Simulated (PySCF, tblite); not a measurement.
Compound: C6H12BNO.
Numbering: `[CH:1]#[C:2][CH2:3][CH2:4][O:5][BH:6][N:7]([CH3:8])[CH3:9]` (hydrogens: H10 on C1; H11, H12 on C3; H13, H14 on C4; H15 on B6; H16, H17, H18 on C8; H19, H20, H21 on C9)

Cartesian coordinates in Å at the GFN2-xTB level; atoms count from 1:
```xyz
21
C6H12BNO angstrom
C      5.030    0.144    0.169
C      3.903   -0.220   -0.003
C      2.534   -0.645   -0.199
C      1.548    0.329    0.460
O      0.240   -0.132    0.244
B     -0.843    0.696    0.315
N     -2.107    0.140    0.106
C     -2.315   -1.260   -0.183
C     -3.337    0.892    0.148
H      6.022    0.453    0.311
H      2.393   -1.639    0.235
H      2.318   -0.706   -1.269
H      1.749    0.381    1.540
H      1.683    1.336    0.043
H     -0.734    1.849    0.538
H     -2.935   -1.727    0.589
H     -1.350   -1.757   -0.216
H     -2.819   -1.383   -1.148
H     -4.014    0.484    0.907
H     -3.849    0.850   -0.820
H     -3.126    1.930    0.389
```

Jobs on this species (21 atoms, 68 electrons) with PySCF (density fitting) and tblite. Hardware of each: one thread, Intel Xeon at 2.50 GHz (x86_64) (shared host). Other jobs ran on the host; a repeat could differ by tens of per cent or more.

```csv
level and settings,work,basis functions,SCF cycles,wall time
PBE0/pcSseg-1,"shieldings, charges and field gradients",213,?,?
GFN2-xTB,Hessian by finite differences,–,–,2.5 s
GFN2-xTB,L-BFGS relaxation,–,–,2.5 s
```

Fill in the missing figures.

- PBE0/pcSseg-1; shieldings, charges and field gradients: 1.8 min, 14 SCF cycles

What do all jobs in the table cost together?

About 1.9 min; the longest takes about 96 % of that, and about 43 times as long as the shortest.
